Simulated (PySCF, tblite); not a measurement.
Q: What does the GFN2-xTB structure of InChI=1S/F3HSi/c1-4(2)3/h4H look like in three dimensions?

A: 
```
atom  x, y, z in Å
F1    -0.4451    1.3477   -0.6200
Si2   -0.0100    0.0020    0.0850
F3    -0.8203   -1.1372   -0.6516
F4     1.4984   -0.2233   -0.3285
H5    -0.2144    0.0137    1.4980
```

Orientation and origin are arbitrary. Atoms count from 1 in this order. All 3 F–Si bonds measure 1.580 Å. Si2 (fluorine-bound silicon) is distorted tetrahedral (angles from 105.4° to 113.4°).

Bonds between heavy atoms (Å): F1–Si2 1.580, Si2–F3 1.580, Si2–F4 1.580.

Structure optimised with GFN2-xTB, isolated species.

Point group: C3v (tolerance 0.08 Å). Its GFN2-xTB frequencies are all real (lowest 212 cm⁻¹).

These are computed values.


Q: Write Cartesian coordinates for 1,1,1-trichloro-2,2-difluoroethane (`ClC(Cl)(C(F)F)Cl`) as optimised with GFN2-xTB.

A: 
```xyz
8
C2HCl3F2 angstrom
F      1.0406   -1.4430    0.1927
C      0.8006   -0.1235    0.1181
F      1.4923    0.3419   -0.9349
C     -0.7034    0.1381   -0.0680
Cl    -1.2911   -0.6470   -1.5409
Cl    -0.9558    1.8900   -0.1709
Cl    -1.5573   -0.5046    1.3468
H      1.1831    0.3575    1.0325
```

Any rigid rotation of these coordinates is as good. Atoms count from 1 in this order. All 3 C–Cl bonds measure 1.770 to 1.773 Å.

Bonds between heavy atoms (Å): F1–C2 1.343, C2–F3 1.343, C2–C4 1.538, C4–Cl5 1.770, C4–Cl6 1.773, C4–Cl7 1.773.

The geometry is computed with GFN2-xTB (gas phase).

Point group: Cs (tolerance 0.08 Å). Its GFN2-xTB frequencies are all real (lowest 61 cm⁻¹).


Question: What does the GFN2-xTB structure of InChI=1S/C4H5/c1-3-4-2/h3H2,1H3/q-1 look like in three dimensions? (Charge -1.)

Answer: 
```
atom  x, y, z in Å
C1     2.609   -0.470    0.631
C2     1.520    0.008    0.324
C3     0.206    0.601   -0.052
C4    -0.912   -0.451   -0.129
H5     0.264    1.110   -1.039
H6    -0.106    1.378    0.678
H7    -0.662   -1.212   -0.870
H8    -1.881   -0.010   -0.404
H9    -1.025   -0.949    0.836
```

Any rigid rotation of these coordinates is as good. Atoms count from 1 in this order. The 3 C–C bonds span 1.229 Å (C1≡C2, drawn triple) to 1.537 Å (C3–C4, drawn single), a spread of 0.308 Å. The 4 heavy atoms lie in one plane (0.000 Å rms).

Bonds between heavy atoms (Å): C1≡C2 1.229, C2–C3 1.490, C3–C4 1.537.

The geometry is computed with GFN2-xTB (gas phase).

Point group: Cs (every atom within 0.08 Å of its image). No frequency check.
